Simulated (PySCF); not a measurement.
# Ni²¹⁺ (nickel, charge +21) across methods

[He] 2s2 2p3, high-spin 4S determinant. All numbers are calculated (PySCF 2.14, no relativity, point nucleus, in an even-tempered Gaussian basis (17 s from 5.1 bohr⁻², ratio 2.2; 11 p from 6.6 bohr⁻², ratio 2.2; 6 d from 28 bohr⁻², ratio 2.4; 5 f from 42 bohr⁻², ratio 2.4; 4 g from 63 bohr⁻², ratio 2.4)).

| method | E (hartree) | mean ε 2s α (eV) | mean ε 2s β (eV) | mean ε 2p α (eV) | Σ⟨r²⟩ (bohr²) | ⟨S²⟩ |
| --- | --- | --- | --- | --- | --- | --- |
| PBE0 | -1157.084 | -1936.4 | -1898.4 | -1846.2 | 0.2834 | 3.750 |
| LDA | -1154.613 | -1915.4 | -1886.1 | -1830.1 | 0.2840 | 3.750 |
| PBE | -1157.000 | -1918.7 | -1888.8 | -1831.6 | 0.2836 | 3.750 |
| UHF | -1157.11829 | -1988.6 | -1924.8 | -1888.8 | 0.2830 | 3.750 |
| TPSS | -1157.364 | -1922.3 | -1890.5 | -1832.9 | 0.2835 | 3.750 |
| r2SCAN | -1157.278 | -1929.0 | -1890.9 | -1838.5 | 0.2832 | 3.750 |

Q: Estimate the same row for M06.

A: E (hartree) = -1157.233; mean ε 2s α (eV) = -1939.5; mean ε 2s β (eV) = -1899.8; mean ε 2p α (eV) = -1847.7; Σ⟨r²⟩ (bohr²) = 0.2831; ⟨S²⟩ = 3.750.
